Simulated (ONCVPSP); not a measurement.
**What one change does to a pseudopotential (C (Z = 6), ONCV)**

carbon (C), optimised norm-conserving Vanderbilt (ONCV), made with ONCVPSP 4.0.1 (PBE, non-relativistic). Core [He], reference 2s2 2p2. Waves: 2s: rc 1.30 bohr, ncon 4, nbas 8, qcut 5.8 1/bohr, 2 projectors, debl 2.9 Ha; 2p: rc 2.60 bohr, ncon 4, nbas 7, qcut 4.9 1/bohr, 2 projectors, debl 2 Ha. Local part: polynomial inside 1.00 bohr (lpopt 5, dvloc0 6 Ha). Core correction: Teter function, fcfact 2.5, rcfact 1.

All-electron outer shells of the reference configuration (PBE, non-relativistic, ld1.x):

```tsv
shell	level (eV)	outermost node (bohr)	outermost maximum (bohr)
1s	-273.26	–	0.17
2s	-13.74	0.38	1.22
2p	-5.29	–	1.20
```

Change: s: rc 1.56.

Cutoffs: the cutoffs (Ha) at which the residual kinetic energy of the hardest occupied pseudo-wave falls to 1 and 0.1 mHa per electron; they do not see the model core or the augmentation charge, which bear on the density cutoff. Errors are all-electron minus pseudo energies relative to the spin-unpolarised reference configuration.

What does the change do?

The potential gets softer (15 Ha and 55 Ha → 12 Ha and 16 Ha); the errors of the 4 common tests hardly move; neither file shows a bound ghost. A larger radius leaves more room for a smooth pseudo-wave, so fewer plane waves are needed.

```tsv
quantity	base	changed
cutoff, loose	15 Ha	12 Ha
cutoff, tight	55 Ha	16 Ha
loose cutoff by channel	s 15 Ha, p 8.8 Ha	s 12 Ha, p 8.8 Ha
bound ghosts	none	none
GHOST(+) flags under 300 eV	none	none
error for 2s2 2p1, meV [ΔE 10.86 eV]	+107	+109
error for 2s2 2p0, meV [ΔE 35.02 eV]	+841	+854
error for 2s1 2p0, meV [ΔE 83.20 eV]	+1644	+1630
error for 2s1 2p2, meV [ΔE 19.60 eV]	-83	-89
p: phases at 2.64 bohr within 0.05 rad from the reference energy up to (Ha; the scan ends near 5)	3.2	3.2
rms error of d²Exc/dni dnj with the model core, mHa	1.46	1.43
```
